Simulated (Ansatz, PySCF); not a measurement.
Molecule: C₂HCl₄, charge -1, multiplicity 1. It need not be the lowest isomer of its formula. Whether it binds its extra electron was not tested at this geometry. 
Geometry from a B3LYP-D3(BJ)/def2-TZVP (Ansatz, a program for electronic structure) optimisation:
```xyz
7

C     -0.8289     0.0403     0.2754
C      0.6530    -0.0463    -0.0256
Cl     1.3339    -1.6179     0.5974
Cl     1.5492     1.2975     0.8186
Cl    -1.5479    -1.3089    -0.8323
Cl    -1.3307     1.6309    -0.6093
H      0.9786     0.0085    -1.0645
```
Charge -1, spin multiplicity 1.

Total electronic energies in hartree. Correlated levels leave the core frozen unless marked. Spin-orbit coupling is left out. No relativistic terms. CBS(X,Y): correlation extrapolated as X^-3; Hartree-Fock from the larger set. The bracket is a focal-point correction in the basis named.

```csv
level,program,energy (Eh)
HF/cc-pV(D+d)Z,Ansatz,-1914.30394
PBE/def2-TZVPD,Ansatz,-1916.86642
BLYP-D3(BJ)/def2-TZVPD,Ansatz + dftd3,-1917.68813
BLYP-D4/def2-TZVPD,Ansatz + dftd4,-1917.69051
revPBE-D3(BJ)/def2-TZVPD,Ansatz + dftd3,-1917.37576
revPBE-D4/def2-TZVPD,Ansatz + dftd4,-1917.38402
revPBE/def2-TZVPD,Ansatz,-1917.35046
r2SCAN-D4/def2-TZVPD,Ansatz + dftd4,-1917.54489
B3LYP-D4/def2-TZVPD,Ansatz + dftd4,-1917.77944
B3LYP/def2-TZVPD,PySCF,-1917.76040
PBE0/6-31G*,Ansatz,-1916.84209
PBE0/def2-QZVPP,Ansatz,-1917.06293
TPSSh-D3(BJ)/def2-TZVPD,PySCF + dftd3,___
r2SCAN0/def2-TZVPD,Ansatz,-1917.51347
M06-2X/def2-TZVPD,PySCF,-1917.61596
wB97X-V/def2-TZVPD,Ansatz,-1917.40979
PBE-QIDH/def2-TZVPD,Ansatz,-1916.65738
MP2/STO-3G,Ansatz,-1893.71399
CCSD/cc-pwCVTZ,Ansatz,-1915.56396
CCSD(T)/aug-cc-pV(T+d)Z,Ansatz,-1915.64637
CCSD(T)/cc-pV(T+d)Z,Ansatz,-1915.60504
CCSD(T) with core electrons (1s frozen past Ne)/cc-pwCVTZ,Ansatz,-1916.81337
"RI-MP2/CBS(aug-cc-pV(T+d)Z,aug-cc-pV(Q+d)Z)+[CCSD(T)-MP2]/aug-cc-pV(T+d)Z",Ansatz,-1915.8106
```

Question: Fill in the missing entries.

Answer: 
- TPSSh-D3(BJ)/def2-TZVPD, energy (Eh): -1917.78149
